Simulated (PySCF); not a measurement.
F⁷⁺ (fluorine, charge +7) across methods

1s2, closed-shell 1S. Computed with PySCF 2.14 in an even-tempered Gaussian basis (20 s from 2.9 bohr⁻², ratio 2; 8 p from 4.5 bohr⁻², ratio 2.2; 4 d from 14 bohr⁻², ratio 2.2; 4 f from 20 bohr⁻², ratio 2.2; 3 g from 31 bohr⁻², ratio 2.2; 2 h from 46 bohr⁻², ratio 2.2), with the spin-free X2C one-electron Hamiltonian (Gaussian nucleus).

```json
{"method": "r2SCAN", "E (hartree)": "-75.6098", "mean ε 1s (eV)": "-906.48", "Σ⟨r²⟩ (bohr²)": "0.08118", "⟨S²⟩": "0.000"}
{"method": "PBE", "E (hartree)": "-75.5065", "mean ε 1s (eV)": "-900.39", "Σ⟨r²⟩ (bohr²)": "0.08162", "⟨S²⟩": "0.000"}
{"method": "r2SCANh", "E (hartree)": "-75.6093", "mean ε 1s (eV)": "-911.33", "Σ⟨r²⟩ (bohr²)": "0.08115", "⟨S²⟩": "0.000"}
{"method": "PBE0", "E (hartree)": "-75.5317", "mean ε 1s (eV)": "-914.10", "Σ⟨r²⟩ (bohr²)": "0.08142", "⟨S²⟩": "0.000"}
{"method": "revPBE", "E (hartree)": "-75.5857", "mean ε 1s (eV)": "-900.89", "Σ⟨r²⟩ (bohr²)": "0.08153", "⟨S²⟩": "0.000"}
{"method": "UHF", "E (hartree)": "-75.56072", "mean ε 1s (eV)": "-954.39", "Σ⟨r²⟩ (bohr²)": "0.08087", "⟨S²⟩": "0.000"}
```

Problem. Estimate the same row for LDA.

Solution. E (hartree) = -74.9944; mean ε 1s (eV) = -895.12; Σ⟨r²⟩ (bohr²) = 0.08216; ⟨S²⟩ = 0.000.
